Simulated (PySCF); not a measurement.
Si(H)2(OMe)(NH2) (CH7NOSi), SMILES [SiH2](N)OC.

Coordinates come from a B3LYP-D3(BJ)/def2-SVP optimisation. The values are those of a single conformer.

Two levels are set side by side: TDDFT-PBE/def2-SVPD (PySCF) and TDDFT-B3LYP/def2-SVPD (PySCF). Vertical, same geometry. The lowest singlet is HOMO→LUMO 100 % with PBE and HOMO→LUMO 99 % with the other functional; states are paired by order. Differences are taken from unrounded values.

```tsv
quantity	TDDFT-B3LYP
lowest singlet excitation (eV)	6.65
lowest triplet excitation (TDA) (eV)	6.28
```

What does TDDFT-PBE give, and how far is it from TDDFT-B3LYP? (Estimate from the structure and the level; the computed values follow.)


| quantity | TDDFT-PBE | TDDFT-PBE minus TDDFT-B3LYP |
|---|---|---|
| lowest singlet excitation (eV) | 6.11 | -0.54 |
| lowest triplet excitation (TDA) (eV) | 5.93 | -0.35 |

A lower first singlet is the usual sign of a functional without exact exchange. Differences between two approximate levels are no errors against the true value.

Rough cost on one machine, each run with all the roots and properties that it gave: TDDFT-B3LYP against TDDFT-PBE about 4 times.
